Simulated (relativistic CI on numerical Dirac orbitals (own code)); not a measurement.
# Sensitivity of the levels of Pm XXI to α and to the nuclear radius

These numbers are calculated, not measured: Dirac-Coulomb-Breit CI, orbitals from a KLI potential per configuration, derivatives by finite differences, unscaled Slater integrals, QED left out (own radial code, finite nucleus).

CI space (outside the closed core [Ar] 3d10): 4s2.4p6.4d5, 4s2.4p5.4d6, 4s2.4p4.4d7, 4s.4p6.4d6, 4s2.4p6.4d4.5s, 4p6.4d7, 4s2.4p6.4d4.5p, 4s2.4p6.4d3.5s2. Levels of other configurations are missing.

With x = (α/α₀)² − 1 an excitation energy changes as ω = ω₀ + qx; K = 2q/ω₀ is the relative enhancement. Terms are leading LS components, so labels can repeat. The field-shift factor is F = δν/δ⟨r²⟩ for the transition from the lowest level.

Lowest level 4s2.4p6.4d5 6S_5/2.

```
              Level  ω₀ (cm⁻¹)  q (cm⁻¹)       K  F (GHz/fm²)
 4s2.4p6.4d5 2F_5/2    41047.0     -7617  -0.371      -0.0567
 4s2.4p6.4d5 4P_3/2    64128.2     11370   0.354        0.125
 4s2.4p6.4d5 4G_7/2    64643.0     10480   0.324         0.28
4s2.4p6.4d5 4G_11/2    70507.3     14510   0.412        0.468
 4s2.4p6.4d5 4G_5/2    73108.0     26540   0.726        0.444
 4s2.4p6.4d5 4G_9/2    75211.2     20120   0.535        0.506
 4s2.4p6.4d5 4P_1/2    76226.5     23160   0.608        0.289
 4s2.4p6.4d5 4D_7/2    91671.0     27640   0.603        0.467
 4s2.4p6.4d5 2D_5/2    94012.9     32300   0.687        0.551
 4s2.4p6.4d5 2F_7/2   104535.9     34260   0.656        0.491
 4s2.4p6.4d5 2D_3/2   107051.5     35040   0.655        0.645
 4s2.4p6.4d5 4D_1/2   108285.6     55930    1.03        0.808
4s2.4p6.4d5 2I_11/2   109499.1     44340    0.81         1.02
```

At this charge energies of transitions that change n are usually good to better than 1 %, and those within a shell (Δn = 0) to a few per cent. Terms inside the open d or f shell come out 10 to 20 % too wide with unscaled integrals.
